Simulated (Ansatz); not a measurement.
Program: Ansatz. Geometries: PBE0-D4/def2-TZVP. ΔE: electronic, gas phase. CCSD(T)/CBS is the MP2 limit (def2-TZVPP, def2-QZVPP) plus CCSD(T) − MP2 in def2-TZVPP, frozen cores. This one scheme is used for every species, atoms too. No spin–orbit coupling; open shells (•) take unrestricted orbitals. Spin–orbit coupling would lower the free atoms: a little for Al, C, O, Si. One conformer a species, not always the lowest.

Reaction (atomization): `C[CH2][AlH][O][SiH3]` → Al• + 2 C• + 9 H• + O• + Si•

| species | CCSD/def2-TZVPP energy (Eh) |
| --- | --- |
| `C[CH2][AlH][O][SiH3]` | -687.72911 |
| Al• | -241.92516 |
| C• | -37.77900 |
| H• | -0.49981 |
| O• | -74.97390 |
| Si• | -288.92521 |

(1) Work out ΔE.

Largest T1 diagnostic among the species: 0.018.

Answers

(1) ΔE = 9 × (-0.49981) + 2 × (-37.77900) + (-241.92516) + (-74.97390) + (-288.92521) − (-687.72911) = 1.84855 Eh = +4853.4 kJ/mol. CCSD(T)/CBS gives +5022.6 kJ/mol.

Leaving LDA and LC-ωPBE aside and taking each functional with its dispersion term where it has one, the values, not all of them listed here, spread over 119.6 kJ/mol, from revPBE-D4 to CAM-B3LYP-D4. LDA lies +593.5 kJ/mol from PBE without D4, its usual overbinding. The D4 term adds +43.1 kJ/mol with B3LYP and +23.1 kJ/mol with PBE0; it sums over pairs of atoms, weighted by their polarisabilities, and B3LYP, whose exchange is more repulsive, gets the larger term.

B3LYP here is the variant with VWN-RPA as its local correlation; programs differ in this.

For atomizations the MP2-based limit and the directly extrapolated one differ by several kJ/mol either way, and by 10 to 25 for some Ge, Se and Sn compounds, so smaller differences from it don't rank the levels.
